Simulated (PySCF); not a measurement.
**Correlation energy of K+ (potassium, charge +1)**

[Ar], closed-shell 1S. Calculation: PySCF 2.14, in def2-SVP; no relativity, point nucleus. Frozen: [Ne] 3s2; 6 electrons correlated.

Total MP2 correlation energy: -39.75 mhartree.

Same-spin part -12.37 and opposite-spin part -27.38 mhartree; SCS-MP2 scales them by 1/3 and 6/5 to -36.98 mhartree.

```
  level  correlation energy (mhartree)
   CCSD                         -44.45
    (T)                          -0.04
CCSD(T)                         -44.49
```

Diagnostics: T1 = 0.0010, D1 = 0.0014, largest double amplitude 0.023.

Cost of the coupled-cluster step: 0.04 s of wall time on 1 thread of Neoverse-V2 (shared host), for 6 correlated electrons.

Iterations:

```
CC2 = 0
CCSD nocc = 3, nmo = 18
frozen orbitals [0, 1, 2, 3, 4, 5]
max_cycle = 100
direct = 0
conv_tol = 1e-08
conv_tol_normt = 1e-06
diis_space = 8
diis_start_cycle = 0
Init t2, MP2 energy = -598.970911085448  E_corr(MP2) -0.0397475522130192
Init E_corr(CCSD) = -0.03974755221302
cycle = 1  E_corr(CCSD) = -0.0439086475576232  dE = -0.00416109534  norm(t1,t2) = 0.00945966
cycle = 2  E_corr(CCSD) = -0.0443734600680613  dE = -0.00046481251  norm(t1,t2) = 0.00149764
cycle = 3  E_corr(CCSD) = -0.0444475797688978  dE = -7.41197008e-05  norm(t1,t2) = 0.000308199
cycle = 4  E_corr(CCSD) = -0.0444453245177395  dE = 2.25525116e-06  norm(t1,t2) = 1.87962e-05
cycle = 5  E_corr(CCSD) = -0.0444451228998646  dE = 2.01617875e-07  norm(t1,t2) = 1.73977e-06
cycle = 6  E_corr(CCSD) = -0.0444451359618418  dE = -1.30619772e-08  norm(t1,t2) = 2.66606e-07
cycle = 7  E_corr(CCSD) = -0.0444451364810401  dE = -5.19198316e-10  norm(t1,t2) = 2.51428e-08
CCSD converged
E(CCSD) = -598.9756086697158  E_corr = -0.04444513648104015
CCSD(T) correction = -3.77983119887671e-05
```
